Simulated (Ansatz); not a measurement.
One change: `FC([SiH3])S` becomes `BC(F)[SiH3]`.

Ansatz, PBE0-D4/def2-TZVP geometries, multiplicity 1. Each molecule was computed in one conformer, which needn't be the lowest.

| property | `FC([SiH3])S` |
| --- | --- |
| LUMO energy (PBE/def2-TZVPP) / eV | -1.08 |
| HOMO–LUMO gap (B3LYP/def2-TZVPP) / eV | 6.91 |
| LUMO energy (B3LYP/def2-TZVPP) / eV | -0.42 |
| size of the dipole moment (ωB97M-V/def2-TZVPP) / D | 1.48 |
| HOMO energy (PBE0/def2-TZVPP) / eV | -7.56 |
| HOMO energy (ωB97M-V/def2-TZVPP) / eV | -9.78 |

Problem. Give the same properties after the change, and the shifts. (Estimate.)

Solution. Ansatz gave: 
```json
{"property": "LUMO energy (PBE/def2-TZVPP) / eV", "`BC(F)[SiH3]`": "-2.51", "shift": "-1.43"}
{"property": "HOMO–LUMO gap (B3LYP/def2-TZVPP) / eV", "`BC(F)[SiH3]`": "6.44", "shift": "-0.47"}
{"property": "LUMO energy (B3LYP/def2-TZVPP) / eV", "`BC(F)[SiH3]`": "-1.76", "shift": "-1.34"}
{"property": "size of the dipole moment (ωB97M-V/def2-TZVPP) / D", "`BC(F)[SiH3]`": "1.56", "shift": "0.08"}
{"property": "HOMO energy (PBE0/def2-TZVPP) / eV", "`BC(F)[SiH3]`": "-8.42", "shift": "-0.86"}
{"property": "HOMO energy (ωB97M-V/def2-TZVPP) / eV", "`BC(F)[SiH3]`": "-10.68", "shift": "-0.90"}
```

With PBE0 the HOMO falls by 0.86 eV and the LUMO falls by 1.36 eV, so the gap narrows by about 0.50 eV. PBE moves the HOMO by -0.68 eV and ωB97M-V by -0.90 eV. The zero-point energy changes by 27.5 kJ/mol with +3 modes. Dipoles are sizes alone; their direction can turn.

B3LYP here is the variant with VWN-RPA as its local correlation; programs differ in this.
